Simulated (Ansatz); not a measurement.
`C[N](C)[Zn][Br]` and `C[N](C)[InH][SH]` differ in one atom or group.

Ansatz, PBE0-D4/def2-TZVP geometries, multiplicity 1. Each molecule was computed in one conformer, which needn't be the lowest.

Elements past krypton have def2 core potentials. Scalar relativity is left out up to krypton.

| property | `C[N](C)[Zn][Br]` |
| --- | --- |
| size of the dipole moment (ωB97M-V/def2-TZVPP) / D | 1.90 |
| HOMO energy (PBE0/def2-TZVPP) / eV | -6.05 |
| size of the dipole moment (B3LYP/def2-TZVPP) / D | 1.90 |
| LUMO energy (B3LYP/def2-TZVPP) / eV | -1.23 |
| HOMO–LUMO gap (PBE/def2-TZVPP) / eV | 3.02 |
| HOMO–LUMO gap (B3LYP/def2-TZVPP) / eV | 4.64 |

(1) Give the same properties after the change, and the shifts. (Estimate.)

## Answers

(1) Ansatz gave: 
```tsv
property	`C[N](C)[InH][SH]`	shift
size of the dipole moment (ωB97M-V/def2-TZVPP) / D	1.70	-0.20
HOMO energy (PBE0/def2-TZVPP) / eV	-6.12	-0.07
size of the dipole moment (B3LYP/def2-TZVPP) / D	1.78	-0.12
LUMO energy (B3LYP/def2-TZVPP) / eV	-1.23	0.00
HOMO–LUMO gap (PBE/def2-TZVPP) / eV	3.30	0.28
HOMO–LUMO gap (B3LYP/def2-TZVPP) / eV	4.71	0.07
```

Dipoles are sizes alone; their direction can turn.

B3LYP here is the variant with VWN-RPA as its local correlation; programs differ in this.

Spin–orbit coupling is left out; it splits and shifts lone-pair levels of the heavy atoms by tenths of an eV.
